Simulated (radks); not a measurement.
Species: Xe III. Configuration: [Kr] 4d10 5s2 5p4. Calculated with a radial shooting solver on a logarithmic mesh with Libxc functionals: scalar-relativistic Kohn-Sham, exchange-only PBE, spin-polarised, spherical densities, finite nucleus; open shells are filled with parallel spins first (spin-orbit coupling, left out, can overturn this in heavy ions); Fermi nuclear charge, rms radius 4.7859 fm.

Normalised radial functions P(r) = r R(r), r in bohr:

r         4p down    4d up  5s down
0.00331    0.0110   0.0001   0.0705
0.005058   0.0229   0.0003   0.0935
0.007729   0.0471   0.0010   0.1161
0.01181    0.0939   0.0033   0.1287
0.01805    0.1772   0.0102   0.1132
0.02758    0.3048   0.0301   0.0468
0.04214    0.4478   0.0823  -0.0757
0.06439    0.4889   0.1995  -0.1944
0.09919    0.2179   0.4082  -0.1588
0.1516    -0.3842   0.6185   0.1102
0.2316    -0.7444   0.5531   0.3083
0.3539    -0.0800  -0.0619  -0.0194
0.5408     1.0764  -0.9086  -0.4592
0.8264     1.2147  -1.1529  -0.0565
1.263      0.5004  -0.6813   0.7365
1.93       0.0751  -0.1983   0.7934
2.948      0.0030  -0.0231   0.3203
4.505      0.0000  -0.0007   0.0471
6.885      0.0000  0.0000   0.0016

4p down: eigenvalue -160.98 eV, 2 radial nodes at r = 0.118, 0.364 bohr, <r> = 0.764 bohr, 90 % of the charge inside 1.12 bohr. 4d up: eigenvalue -79.343 eV, 1 radial node at r = 0.343 bohr, <r> = 0.877 bohr, 90 % of the charge inside 1.33 bohr. 5s down: eigenvalue -37.082 eV, 4 radial nodes at r = 0.0330, 0.131, 0.349, 0.850 bohr, <r> = 1.79 bohr, 90 % of the charge inside 2.58 bohr.
